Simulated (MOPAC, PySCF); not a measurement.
C4H12S2Si, SMILES `CC[Si](S)(S)CC`, neutral singlet in the gas phase. 

Cartesian coordinates (Å):
SMILES: CC[Si](S)(S)CC
```xyz
19

C     -1.7586    -1.3928    -0.6104
C     -1.1851    -0.7871     0.6687
Si    -0.1996     0.7923     0.4081
S      0.7031     1.4714     2.2466
S     -1.6327     2.2184    -0.3462
C      1.2397     0.5702    -0.7804
C      2.2379    -0.5099    -0.3696
H     -2.3324    -2.3091    -0.4011
H     -0.9636    -1.6615    -1.3241
H     -2.4334    -0.6911    -1.1250
H     -1.9888    -0.5666     1.3924
H     -0.5130    -1.4997     1.1779
H     -0.4697     1.6163     2.9010
H     -0.7547     3.2436    -0.3977
H      0.8027     0.3502    -1.7700
H      1.7417     1.5475    -0.8872
H      3.0635    -0.5929    -1.0937
H      2.6827    -0.2985     0.6153
H      1.7602    -1.5005    -0.3046
```
Charge 0, multiplicity 1.

All levels are single points at this geometry (PBE0-D4/def2-SVP); Pople sets use spherical d functions. Orbital energies aren't observables, and empty levels follow the basis.

| level | HOMO (eV) | LUMO (eV) | gap (eV) | dipole (D) | vertical IE, Delta-SCF (eV) |
|---|---|---|---|---|---|
| PBE-D3(BJ)/def2-TZVP in PySCF | -5.83 | -0.79 | 5.03 | 1.18 | 8.39 |
| PBE0-D4/def2-TZVP in PySCF | -7.03 | 0.10 | 7.13 | 1.19 | 8.84 |
| B3LYP/6-31G* in PySCF | -6.70 | 0.33 | 7.03 | 1.40 | 8.72 |
| SVWN5/6-31G* in PySCF | -5.80 | -0.54 | 5.26 | 1.40 | 8.44 |
| PM3 in MOPAC | -9.33 | -1.91 | 7.42 | 1.15 | – |
| PM6 in MOPAC | -9.03 | -0.25 | 8.78 | 1.49 | – |
